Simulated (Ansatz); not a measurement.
Consider the redistribution: `C[O][Mo](=[O])([OH])=[S]` + `C[N]=[W]([NH2])([NH2])=[N]C` → `[NH2][Mo](=[O])([OH])=[S]` + `C[N]=[W]([NH2])(=[N]C)[O]C`.

Calculated with Ansatz (gas phase, PBE0-D4/def2-TZVP geometries, no zero-point term in ΔE). CBS: MP2 limit from def2 TZ/QZ plus the TZ coupled-cluster correction, frozen cores. DFT in def2-TZVPP. B3LYP here is the variant with VWN-RPA as its local correlation; programs differ in this. HSE06 is defined as in plane-wave codes. Elements past krypton have def2 core potentials. For Mo, W outer-core shells are correlated without core-valence functions, which leaves a few kJ/mol of doubt a bond. One conformer a species, not always the lowest.

| level | ΔE (kcal/mol) | difference from CCSD(T)/CBS |
| --- | --- | --- |
| LDA (SPW92) | 0.1 | 0.0 |
| PBE-D4 | 0.0 | -0.1 |
| revPBE-D4 | -0.1 | -0.2 |
| BLYP-D4 | 0.1 | 0.0 |
| r2SCAN-D4 | -0.1 | -0.2 |
| B97M-V | -0.1 | -0.2 |
| PBE0-D4 | -0.4 | -0.5 |
| B3LYP-D4 | -0.2 | -0.3 |
| r2SCANh-D4 | -0.3 | -0.4 |
| r2SCAN0-D4 | -0.5 | -0.6 |
| HSE06-D4 | -0.4 | -0.5 |
| BHLYP-D4 | -0.7 | -0.8 |
| CAM-B3LYP-D4 | -0.4 | -0.5 |
| ωB97X-V | -0.5 | -0.6 |
| ωB97M-V | -0.5 | -0.6 |
| B2PLYP | 0.1 | 0.0 |
| PBE-QIDH | -0.2 | -0.3 |
| revPBE | 0.0 | -0.1 |
| BLYP | 0.1 | 0.0 |
| r2SCAN | -0.1 | -0.2 |
| PBE0 | -0.4 | -0.5 |
| B3LYP | -0.2 | -0.3 |
| r2SCANh | -0.2 | -0.3 |
| r2SCAN0 | -0.5 | -0.6 |
| HSE06 | -0.4 | -0.5 |
| BHLYP | -0.7 | -0.8 |
| LC-ωPBE | -0.4 | -0.5 |
| RPA@PBE/def2-TZVPP | -0.5 | -0.6 |
| HF/def2-SVP | -1.6 | -1.7 |
| CCSD/def2-SVP | -1.0 | -1.1 |
| CCSD(T)/def2-SVP | -0.5 | -0.6 |
| HF/def2-TZVPP | -1.2 | -1.3 |
| SCS-MP2/def2-TZVPP | -0.1 | -0.2 |
| CCSD/def2-TZVPP | -0.8 | -0.9 |
| CCSD(T)/def2-TZVPP | -0.4 | -0.5 |
| HF/def2-QZVPP | -1.0 | -1.1 |
| MP2/def2-QZVPP | 0.5 | 0.4 |
| HF/CBS(def2) | -0.9 | -1.0 |
| MP2/CBS(def2) | 0.6 | 0.5 |
| CCSD/CBS(def2) | -0.3 | -0.4 |
| CCSD(T)/CBS | 0.1 | 0 |

Largest T1 diagnostic among the species: 0.025, so the coupled-cluster value is less sure than usual.

From BLYP to BHLYP (50 % exact exchange), in def2-TZVPP and without D4, ΔE moves by −0.8 kcal/mol. In def2-TZVPP, CCSD(T) changes the Hartree–Fock value by +0.8 kcal/mol (the triples alone add +0.4 kcal/mol) and MP2 by +1.3 kcal/mol. Leaving LDA and LC-ωPBE aside and taking each functional with its dispersion term where it has one, the values spread over 0.8 kcal/mol, from BHLYP-D4 to BLYP-D4.

CCSD(T)/CBS has its own doubt, a few kJ/mol and more with outer-core shells, so smaller differences from it don't rank the levels.
